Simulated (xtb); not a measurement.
acetone (C3H6O), singlet, at a GFN2-xTB geometry; xtb with GFN2-xTB with GBSA(methanol).

Input for xtb:
```
$ xtb mol.xyz --gfn 2 --gbsa methanol --json

# file mol.xyz
10

O     -0.00202356     0.00502782     1.40163302
C     -0.00028613     0.00071094     0.19819253
C     -0.00598572     1.26596943    -0.62421820
C      0.00777494    -1.27041500    -0.61510003
H      0.00018810     2.13672408     0.02569315
H     -0.00028442    -2.13648476     0.04102096
H     -0.89240581     1.29081337    -1.25420279
H      0.86770223     1.28962202    -1.27163889
H      0.89601009    -1.29976872    -1.24232811
H     -0.86404026    -1.29872071    -1.26485435
```

### Question
Predict the main parts of the log of this xtb run.

### Answer

```
   ID    Z sym.   atoms
    1    8 O      1
    2    6 C      2-4
    3    1 H      5-10

           -------------------------------------------------
          |                Calculation Setup                |
           -------------------------------------------------

           -------------------------------------------------
          |                 G F N 2 - x T B                 |
           -------------------------------------------------

      * Solvation model:               GBSA
        Solvent                        methanol
        Parameter file                 internal GFN2-xTB/GBSA
        Dielectric constant                3.2700E+01
        Reference state                gsolv [1 M gas/solution]
        Free energy shift                  3.3569E-03 Eh       2.1065E+00 kcal/mol
        Temperature                        2.9815E+02 K
        Density                            7.9200E-01 kg/L
        Solvent mass                       3.2040E+01 g/mol
        Interaction kernel             Still
        Born radius scaling (c1)           1.6087E+00
        Born radii integrator          GBOBC
        Born offset                        5.6550E-04 a0       1.0686E-03 AA
        H-bond correction              true
        Ion screening                  false
        Surface tension                    1.0000E-05 Eh       1.5569E+01 dyn/cm
        Grid points                               230 per atom

          ...................................................
          :                      SETUP                      :
          :.................................................:
          :  # basis functions                  22          :
          :  # atomic orbitals                  22          :
          :  # shells                           14          :
          :  # electrons                        24          :
          :  max. iterations                   250          :
          :  Hamiltonian                  GFN2-xTB          :
          :  restarted?                      false          :
          :  GBSA solvation                   true          :
          :  PC potential                    false          :
          :  electronic temp.          300.0000000     K    :
          :  accuracy                    1.0000000          :
          :  -> integral cutoff          0.2500000E+02      :
          :  -> integral neglect         0.1000000E-07      :
          :  -> SCF convergence          0.1000000E-05 Eh   :
[...]
         :: total energy             -13.542215047789 Eh    ::
[...]
     4   6 C        3.754    -0.156    23.578     6.924
     5   1 H        0.925     0.066     2.135     2.285
     6   1 H        0.925     0.066     2.135     2.285
     7   1 H        0.925     0.086     1.922     2.168
     8   1 H        0.925     0.085     1.925     2.170
     9   1 H        0.925     0.086     1.922     2.168
    10   1 H        0.925     0.085     1.925     2.170

 Mol. C6AA /au·bohr⁶  :        759.755531
 Mol. C8AA /au·bohr⁸  :      16399.376758
 Mol. α(0) /au        :         41.192129

Wiberg/Mayer (AO) data.
largest (>0.10) Wiberg bond orders for each atom

 ---------------------------------------------------------------------------
     #   Z sym  total        # sym  WBO       # sym  WBO       # sym  WBO
 ---------------------------------------------------------------------------
     1   8 O    2.038 --     2 C    1.834
     2   6 C    3.902 --     1 O    1.834     3 C    1.009     4 C    1.009
     3   6 C    3.992 --     2 C    1.009     5 H    0.984     8 H    0.958
                             7 H    0.957
     4   6 C    3.992 --     2 C    1.009     6 H    0.984    10 H    0.958
                             9 H    0.957
     5   1 H    0.996 --     3 C    0.984
     6   1 H    0.996 --     4 C    0.984
     7   1 H    0.993 --     3 C    0.957
     8   1 H    0.993 --     3 C    0.958
     9   1 H    0.993 --     4 C    0.957
    10   1 H    0.993 --     4 C    0.958
 ---------------------------------------------------------------------------

Topologies differ in total number of bonds
Writing topology from bond orders to xtbtopo.mol

molecular dipole:
                 x           y           z       tot (Debye)
 q only:        0.002      -0.005      -1.442
   full:        0.002      -0.006      -1.578       4.010
molecular quadrupole (traceless):
                xx          xy          yy          xz          yz          zz
 q only:        0.431      -0.023       2.602       0.005      -0.020      -3.033
  q+dip:        1.127      -0.024       2.688       0.007      -0.023      -3.815
   full:        1.791      -0.019       2.444       0.009      -0.024      -4.235

           -------------------------------------------------
          | TOTAL ENERGY              -13.542215047789 Eh   |
          | GRADIENT NORM               0.020637674511 Eh/α |
          | HOMO-LUMO GAP               4.113613070327 eV   |
           -------------------------------------------------

normal termination of xtb
```
